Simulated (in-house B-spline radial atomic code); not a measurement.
## Removing one electron from the rubidium ion Rb²⁵⁺

Closed shell [Ne] 3s2. Computed with a B-spline radial code for spherical atoms: Koopmans values of Dirac-Hartree-Fock plus a diagonal self-energy, in second order or with its direct term screened (direct RPA, with the hole-particle interaction, or full time-dependent Hartree-Fock), linearised in energy; no-pair Dirac-Coulomb Hamiltonian, finite nucleus. Shifts add to the Koopmans value (the ΔSCF shift is orbital relaxation alone); the final value takes TDHF screening with Breit and QED.

Command:
```bash
python run_mb.py task.json out
```
Settings (nuclear radius in fm, box in bohr, cutoff in hartree):
```
basis_form          2
Z                   37
core_configuration  [Ne] 3s2
rms_radius          4.2036
mass_number         85
speed_of_light      137.036
box_radius          4.034
lmax                7
intervals           59
virtual_cutoff      5476.0
```

Cost of the run: 2.3 s on 1 thread of Intel(R) Xeon(R) 6975P-C, on a shared host.

Energies in eV:

| subshell | Koopmans | ΔSCF shift | second order | direct RPA | hole-particle | TDHF | Breit + QED | final |
| --- | --- | --- | --- | --- | --- | --- | --- | --- |
| 3s1/2 | 1238.25 | -0.188 | ? | ? | ? | ? | ? | ? |

Q: What does the self-energy do to 3s1/2?

A: It shifts the removal energy by 2.985 eV in second order, 1.805 with direct RPA, 2.298 with the hole-particle term and 2.847 with TDHF screening (quasi-particle weight 0.988); Breit and QED add -0.824 eV. The final value is 1240.27 eV, against 1242.5 ± 1.7 eV (NIST, semi-empirical). The mixing of s² with p² in the ground state is caught to low order only, which falls short in light ions.
